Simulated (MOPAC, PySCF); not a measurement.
Breaking a bond: SiCl, doublet.

Levels: UCCSD = CCSD on UHF/cc-pVTZ, 10 core orbitals frozen run with PySCF 2.14.0; UKS-BHandHLYP = unrestricted BHandHLYP/cc-pVTZ (PySCF); PM3, unrestricted, heats of formation (MOPAC); UCCSD(T) = PySCF 2.14.0 with CCSD(T) on UHF/cc-pVTZ, 10 core orbitals frozen.

Energies are in eV, each relative to the lowest point of its own curve near equilibrium.

```tsv
R / Å	UCCSD	UKS-BHandHLYP	PM3	UCCSD(T)
1.65	3.142	3.031	0.801	3.159
1.74	1.666	1.598	___	1.680
1.88	0.454	0.429	___	0.462
1.94	0.202	0.189	0.000	0.207
2.00	0.060	0.055	0.015	0.063
2.07	0.000	0.000	___	0.000
2.10	0.002	0.003	___	0.001
2.17	0.056	0.058	___	0.052
2.26	0.202	0.202	0.359	0.195
2.37	0.458	0.450	0.620	0.446
2.57	1.027	1.001	___	1.007
2.78	1.657	1.609	2.072	1.629
```

Some entries are withheld; supply them.


- 1.74, PM3: 0.337
- 1.88, PM3: 0.026
- 2.07, PM3: 0.069
- 2.10, PM3: 0.102
- 2.17, PM3: 0.197
- 2.57, PM3: 1.270

The scan ran from 1.65 to 8.25 Å; beyond the distances shown one of the unrestricted levels run for this scan, shown here or not, changes its spin distribution in one step.
